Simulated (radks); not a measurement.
Initial-state core-level shifts of neutral vanadium when its valence configuration changes from [Ar] 3d3 4s2. Method: scalar-relativistic Kohn-Sham, LDA (Slater exchange, Perdew-Wang correlation), spin-polarised, spherical densities, finite nucleus; open shells are filled with parallel spins first; Fermi nuclear charge, rms radius 3.6002 fm; computed with a radial shooting solver on a logarithmic mesh with Libxc functionals. Shifts are changes of the shell-averaged eigenvalues in eV (positive: less bound); the change of the density at the nucleus, which sets a Mossbauer isomer shift, is in e/bohr^3, on a base of 9886.

| valence | 1s | 2p | 3s | 3p | density at nucleus |
|---|---|---|---|---|---|
| 3d4 4s1 | +4.086 | +4.589 | +4.160 | +4.020 | -5.0917 |
| 3d2.5 4s2 4p0.5 | -3.359 | -3.723 | -3.286 | -3.177 | +1.8560 |
| 3d3 4s1 4p1 | -1.165 | -1.161 | -1.160 | -1.146 | -3.4010 |
| 3d3 4p2 | -2.433 | -2.371 | -2.422 | -2.406 | -8.0268 |
| 3d2 4s2 4p1 | -7.040 | -7.846 | -6.793 | -6.558 | +3.9829 |
| 3d3.5 4s1.5 | +2.242 | +2.532 | +2.257 | +2.176 | -2.9013 |
| 3d2.5 4s1.5 4p1 | -3.941 | -4.305 | -3.861 | -3.745 | -0.1129 |
| 3d1 4s2 4p2 | -15.228 | -17.123 | -14.274 | -13.752 | +8.8893 |
| 3d3 4s1.5 4p0.5 | -0.657 | -0.653 | -0.649 | -0.643 | -1.6470 |
